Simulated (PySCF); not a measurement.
Species: InEt2H, C4H11In.
SMILES: `[H][In]([CH2]C)[CH2]C`

Computed with TDDFT CAM-B3LYP/def2-SVPD, vertical, gas phase, core orbitals frozen in the response, def2 core potentials past Kr (PySCF 2.14.0, density-fitted response routines). One conformer (not necessarily the lowest) at the PBE0-D3(BJ)/def2-SVP geometry, without solvent, vibrations or thermal averaging. Spin–orbit coupling is left out.

```json
{"state": "S1", "E (eV)": "4.18", "λ (nm)": "296.6", "f": "0.0000", "main configurations (H = HOMO, L = LUMO)": "H→L (98%)"}
{"state": "S2", "E (eV)": "4.67", "λ (nm)": "265.7", "f": "0.0015", "main configurations (H = HOMO, L = LUMO)": "H-1→L (98%)"}
{"state": "S3", "E (eV)": "5.83", "λ (nm)": "212.6", "f": "0.109", "main configurations (H = HOMO, L = LUMO)": "H→L+1 (93%)"}
{"state": "S4", "E (eV)": "6.45", "λ (nm)": "192.3", "f": "0.045", "main configurations (H = HOMO, L = LUMO)": "H-1→L+1 (71%), H→L+2 (22%)"}
{"state": "S5", "E (eV)": "6.86", "λ (nm)": "180.7", "f": "0.0012", "main configurations (H = HOMO, L = LUMO)": "H→L+2 (69%), H-1→L+1 (19%)"}
{"state": "S6", "E (eV)": "6.98", "λ (nm)": "177.6", "f": "0.0099", "main configurations (H = HOMO, L = LUMO)": "H→L+4 (68%), H-1→L+2 (22%)"}
{"state": "S7", "E (eV)": "7.10", "λ (nm)": "174.7", "f": "0.130", "main configurations (H = HOMO, L = LUMO)": "H→L+3 (67%), H→L+4 (15%), H-1→L+2 (9%)"}
{"state": "S8", "E (eV)": "7.43", "λ (nm)": "167.0", "f": "0.193", "main configurations (H = HOMO, L = LUMO)": "H-1→L+2 (47%), H-2→L (14%), H→L+3 (11%)"}
{"state": "S9", "E (eV)": "7.45", "λ (nm)": "166.3", "f": "0.320", "main configurations (H = HOMO, L = LUMO)": "H-1→L+3 (80%)"}
{"state": "S10", "E (eV)": "7.60", "λ (nm)": "163.0", "f": "0.0001", "main configurations (H = HOMO, L = LUMO)": "H→L+5 (92%)"}
```

Triplets, Tamm–Dancoff:

```json
{"state": "T1", "E (eV)": "3.95", "λ (nm)": "314.2", "main configurations (H = HOMO, L = LUMO)": "H→L (97%)"}
{"state": "T2", "E (eV)": "4.32", "λ (nm)": "287.0", "main configurations (H = HOMO, L = LUMO)": "H-1→L (97%)"}
{"state": "T3", "E (eV)": "5.14", "λ (nm)": "241.0", "main configurations (H = HOMO, L = LUMO)": "H→L+1 (61%), H→L+3 (28%)"}
{"state": "T4", "E (eV)": "5.58", "λ (nm)": "222.0", "main configurations (H = HOMO, L = LUMO)": "H-1→L+1 (49%), H-1→L+3 (28%), H→L+2 (9%)"}
```

The lowest singlet comes at 297 nm (403 kJ/mol) in the ultraviolet; it is dark (f under 0.0005); its leading configuration is HOMO→LUMO (98%). The strongest level in the table is S9 at 7.45 eV (166 nm, f = 0.320). Löwdin shares by element: HOMO carbon 55% or more, indium 18% (atoms not listed hold the other 27%); LUMO indium 67%, carbon 15% or more, hydrogen 8% or more. Weighted by f, the mean energy of these states is 7.10 eV. Orbital energies (eV): HOMO-3 -10.98, HOMO-2 -10.88, HOMO-1 -8.53, HOMO -7.94, LUMO -0.44, LUMO+1 0.53, LUMO+2 1.49. No computed singlet lies in the visible range (380 to 750 nm); the lowest, at 297 nm, stands 0.92 eV above its violet end (3.26 eV). All these states lie below the vertical ionisation energy of 8.60 eV (ΔSCF). The window holds the lowest 10 singlets.
